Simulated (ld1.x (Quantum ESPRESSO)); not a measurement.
# Ta (Z = 73) RRKJ: all-electron and pseudo phase curves

ld1.x (Quantum ESPRESSO) 7.5 input, shortened:

```
&input
   title='Ta', zed=73., rel=1, dft='PBE', iswitch=3,
   config='[Xe] 4f14 5d3 6s2 6p0'
 /
 &inputp
   pseudotype=2, tm=.false., lloc=0,
   nlcc=.false.
 /
3
5P  2  1   6.00   0.00  1.60  1.60  0.0
5D  3  2   3.00   0.00  2.80  2.80  0.0
5S  1  0   2.00   0.00  1.10  1.10  0.0
 &test
   configts(1)='5s2 5p6 5d3 6s2 6p0'
 /
```

Occupied shells without a wave of their own: 6s. They enter only through the test configuration that unscreens the potential.

The phase is arctan(r·u′/u) with u = r·R(r), unwrapped; energies in Ry, scanned from -7 to 5 Ry. A pole is an energy at which the radial function vanishes at the test radius. The pseudo phase is shifted by a multiple of π to meet the all-electron one at the reference energy, and phase errors are pseudo minus all-electron; the curves can meet again beyond the range given. Levels narrower than the energy grid can be missing from the lists of poles. n/a: not evaluated, since a narrow level or a reset projector energy made the automatic matching unsafe.

Q: For each channel, where are the poles, and over which energies does the pseudopotential scatter like the atom?

A:

```
channel  radius (bohr)  reference energy (Ry)  poles, all-electron  poles, pseudo  unbroken range about the reference energy with phases within 0.05 rad  phase error 1 Ry above the reference energy (rad)
      s           3.05                  -5.37                 1.12           1.09                                                                    n/a                                                n/a
      p           3.05                  -2.90          -2.86, 2.40    -2.86, 2.37                                                              below 4.8                                             -0.000
      d           3.05                  -0.26           0.12, 4.68           0.12                                                              below 1.4                                             +0.009
```

Phases in the s channel:

```csv
E (Ry),all-electron,pseudo
-7.00,1.438,1.438
-6.48,1.432,1.432
-5.96,1.424,1.424
-5.44,1.397,1.397
-4.92,-1.730,-1.730
-4.40,-1.743,-1.743
-3.88,-1.758,-1.758
-3.36,-1.777,-1.777
-2.84,-1.804,-1.804
-2.32,-1.842,-1.842
-1.80,-1.907,-1.907
-1.28,-2.042,-2.044
-0.76,-2.487,-2.500
-0.24,-3.946,-3.971
0.28,-4.495,-4.505
0.80,-4.656,-4.662
1.32,-4.740,-4.746
1.84,-4.803,-4.811
2.36,-4.869,-4.880
2.88,-4.960,-4.981
3.40,-5.139,-5.200
3.92,-5.746,-6.035
4.44,-7.097,-7.260
4.96,-7.527,-7.578
```
